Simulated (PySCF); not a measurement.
# Assigning NMR signals

Structure with atom numbers: `[F:1][CH:2]([F:3])[O:4][C@@H:5]1[CH:6]=[N:7]1`. Hydrogens are named by the atom that carries them.

- geometry from GFN2-xTB
- shieldings: GIAO PBE0/pcSseg-1
- code: PySCF 2.14.0 with density-fitted response routines
- non-relativistic Hamiltonian, in vacuum, single conformer

Chemical shifts δ = σref − σ; 13C (σ = 186.93 ppm) and 1H (σ = 31.72 ppm) vs TMS, all at this level.

Q: Assign these signals to the numbered atoms. 13C{1H} NMR (computed): δ 181.8 (CH), 123.3 (CH), 54.4 (CH).

A: 
```tsv
δ (ppm)	atoms	environment	reason
181.8	C6	C=N carbon	–
123.3	C2	sp3 CH bonded to 2 F and O	3 electronegative neighbours deshield it
54.4	C5	three-membered-ring carbon	2 electronegative neighbours deshield it
```

Q: Assign these signals to the numbered atoms. 1H NMR (300 MHz, computed): δ 10.89 (d, 1H), 6.71 (m, 1H), 4.21 (m, 1H).

A: 
```tsv
δ (ppm)	atoms	environment	reason
10.89	H(C6)	hydrogen on a C=N carbon	–
6.71	H(C2)	hydrogen on an sp3 CH bonded to 2 F and O	its carbon carries F and O, hence the downfield position
4.21	H(C5)	hydrogen on a three-membered-ring carbon	its carbon carries N and O, which withdraws density
```

Splittings by 19F in the carbon and heteronuclear signals aren't shown, as no couplings were computed. Shifts are as computed. Against solution values, carbons near 30 ppm lie about +3 ppm off and those near 130 ppm about +5 ppm. Of 1211 compounds with measured shifts, 218 miss one by over three times the rms of a fit or turn the order of signals round; such compounds aren't used in these exercises. No couplings were computed; multiplicities are counted from neighbouring protons, with m where these are inequivalent, close in shift, in a saturated or five-membered ring or joined by F or P, and br s for small geminal =CH2 splittings.
